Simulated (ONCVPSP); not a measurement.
## Before and after: ONCV potential for barium (Ba)

```json
{
 "Element": "Ba (Z = 56)",
 "Generator": "ONCVPSP 4.0.1",
 "Type": "optimised norm-conserving Vanderbilt (ONCV)",
 "Functional": "LDA (Perdew-Zunger)",
 "Relativity": "scalar-relativistic",
 "Frozen core": "[Kr] 4d10",
 "Valence charge": "10",
 "Reference configuration": "5s2 5p6 6s2",
 "Partial waves": "5s+6s: rc 2.85 bohr, ncon 4, nbas 8, qcut 4.1 1/bohr, 2 projectors; 5p: rc 2.15 bohr, ncon 5, nbas 9, qcut 4.1 1/bohr, 2 projectors, debl 1.8 Ha; d scattering state at 0.03 Ha: rc 2.55 bohr, ncon 5, nbas 8, qcut 4 1/bohr, 1 projector",
 "Local potential": "polynomial inside 2.10 bohr (lpopt 5, dvloc0 0 Ha)",
 "Core correction": "Teter function, fcfact 5.75, rcfact 1.5"
}
```

In the d channel the program set the typed energies aside and used 0.050 Ha.

All-electron outer shells of the reference configuration (LDA (Perdew-Zunger), scalar-relativistic, ld1.x):

```tsv
shell	level (eV)	outermost node (bohr)	outermost maximum (bohr)
5s	-33.80	0.80	1.47
5p	-18.80	0.86	1.67
6s	-3.35	1.96	4.05
```

Change: local potential polynomial inside 2.10 bohr (lpopt 5, dvloc0 -1.5 Ha).

Cutoffs: the cutoffs (Ha) at which the residual kinetic energy of the hardest occupied pseudo-wave falls to 1 and 0.1 mHa per electron; they do not see the model core or the augmentation charge, which bear on the density cutoff. Errors are all-electron minus pseudo energies relative to the spin-unpolarised reference configuration.

Task: What does the change do?

Result: The potential gets neither clearly harder nor softer (17 Ha and 51 Ha → 17 Ha and 51 Ha); the errors of the 4 common tests hardly move; the range in which the p phases agree narrows (upper end at the end of the scan → 2.6); neither file shows a bound ghost.

```tsv
quantity	base	changed
cutoff, loose	17 Ha	17 Ha
cutoff, tight	51 Ha	51 Ha
bound ghosts	none	none
GHOST(+) flags under 300 eV	s at 71.2 eV	s at 46.5 eV
error for 5s2 5p6 6s1, meV [ΔE 5.54 eV]	-1.1	-1.1
error for 5s2 5p6 6s0, meV [ΔE 15.71 eV]	-6.5	-6.5
error for 5s2 5p6 6s1.5, meV [ΔE 2.21 eV]	-0.3	-0.3
error for 5s2 5p6 6s0 6p2, meV [ΔE 4.37 eV]	-2.9	-2.7
s: phases at 2.89 bohr within 0.05 rad from the reference energy up to (Ha; the scan ends near 5)	2.0	1.5
p: phases at 2.18 bohr within 0.05 rad from the reference energy up to (Ha; the scan ends near 5)	to the end of the scan	2.6
d: phases at 2.58 bohr within 0.05 rad from the reference energy up to (Ha; the scan ends near 5)	1.5	1.3
rms error of d²Exc/dni dnj with the model core, mHa	2.15	2.15
```
